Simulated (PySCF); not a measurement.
C4H6O2S.
SMILES: `C=CS(=O)(=O)C=C`

Method used: TDDFT CAM-B3LYP/def2-SVPD, vertical, gas phase, core orbitals frozen in the response (PySCF). One conformer (not necessarily the lowest) at the GFN2-xTB geometry, without solvent, vibrations or thermal averaging. Torsions of this conformer, `[CH2:1]=[CH:2][S:3](=[O:4])(=[O:5])[CH:6]=[CH2:7]`: C1–C2–S3–O4 135°, C2–S3–C6–C7 -110°.

Computed states:

```json
{"state": "S1", "E (eV)": "5.86", "f": "0.0020"}
{"state": "S2", "E (eV)": "6.45", "f": "0.089"}
{"state": "S3", "E (eV)": "6.95", "f": "0.013"}
{"state": "S4", "E (eV)": "7.01", "f": "0.0011"}
{"state": "S5", "E (eV)": "7.08", "f": "0.429"}
{"state": "S6", "E (eV)": "7.47", "f": "0.0014"}
{"state": "S7", "E (eV)": "7.76", "f": "0.020"}
{"state": "S8", "E (eV)": "7.83", "f": "0.011"}
```

Broadening: Gaussians 0.3 eV wide at half height, area fixed by f = 4.319×10⁻⁹ ∫ε dν̃. The width is an assumption, not a result. The curve ends short of the highest state used, and states not computed would add to its high-energy end.

Task: Give the broadened spectrum and its maxima.

Result: 
```csv
λ (nm),ε (L mol⁻¹ cm⁻¹)
171.5,18908
173.5,33618
175.5,39232
177.4,31634
179.4,17773
181.4,7277
183.4,2596
185.4,1943
187.4,3554
189.3,5935
191.3,7751
193.3,7626
195.3,5738
197.3,3357
199.3,1553
201.2,616
203.2,215
205.2,114
207.2,126
209.2,162
211.2,182
213.1,170
215.1,134
217.1,88
219.1,50
221.1,24
223.1,10
225.0,4
227.0,1
229.0,0
```

Maxima: 211 nm (5.86 eV), ε about 180, made up of S1 (100%); 192 nm (6.45 eV), ε about 8000, made up of S2 (100%); 175 nm (7.07 eV), ε about 39000, made up of S5 (98%) (ε in L mol⁻¹ cm⁻¹; maxima over ε = 5, shares over 10%).

Task: On this curve, what absorbance would a 10⁻⁴ mol/L sample give at 193 nm over a 1 cm path?

Result: 193 nm is 6.424 eV, where ε is about 7800 L mol⁻¹ cm⁻¹, so A = ε c l ≈ 0.78 (Beer–Lambert, with the gas-phase spectrum and the assumed width).

Task: Coming from long wavelengths, where does ε first pass 100 L mol⁻¹ cm⁻¹?

Result: At about 217 nm (5.73 eV), 0.14 eV below S1.

Task: What would ε be at 7.07 eV, the highest of these maxima, with half the width (0.15 eV)?

Result: About 77200 L mol⁻¹ cm⁻¹ against 39300, a factor of about 1.96; a lone state at its own centre would give exactly 2.

Time: 47 s. Hardware: one thread, x86-64 server, no GPU (shared host).
